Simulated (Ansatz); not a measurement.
The cluster Mn2O4⁺. The state is a doublet with charge 1. Geometry PBE-D4/def2-SVP; atoms count from 1.

```csv
atom,x (Å),y (Å),z (Å)
Mn1,2.362,0.426,-0.628
Mn2,-0.109,-0.027,0.012
O3,-1.781,-0.318,0.473
O4,-2.945,-0.514,0.812
O5,1.338,1.003,0.618
O6,1.135,-0.570,-1.286
```

The structure holds 1 bond(s) between oxygen atoms. The charge 1 doublet is spin-contaminated (final ⟨S²⟩ up to 5.20, 0.75 for a pure state). No other spin state of charge 1 was run. The geometry of the doublet was relaxed on an unsound state (⟨S²⟩ 4.40, where a pure state has 0.75). Another isomer (doublet) lies 0.60 eV lower at PBE0-D4/def2-TZVP; other spin states weren't run for this one.

**Question.** Estimate the Mulliken populations from the PBE0/def2-TZVP orbitals of Ansatz.

**Answer.** 
```tsv
atom	charge (e)	spin (α − β)	d electrons
Mn1	1.28	3.97	5.22
Mn2	1.26	-4.39	5.25
O3	-0.19	0.58	–
O4	0.04	0.97	–
O5	-0.69	-0.07	–
O6	-0.69	-0.07	–
```
Mulliken values and Mayer orders depend strongly on the basis.

**Question.** Where does the spin sit?

**Answer.** Summed by element: Mn -0.42, O 1.42, of 1 unpaired in all. Largest on single atoms: Mn2 -4.39, Mn1 3.97, O4 0.97.

**Question.** And the Mayer bond orders between bonded heavy atoms (over 0.3)?

**Answer.** Mn1–O5 1.18 (1.71 Å); Mn1–O6 1.18 (1.71 Å); Mn2–O3 0.49 (1.76 Å); Mn2–O5 0.67 (1.88 Å); Mn2–O6 0.67 (1.88 Å); O3–O4 1.58 (1.23 Å).
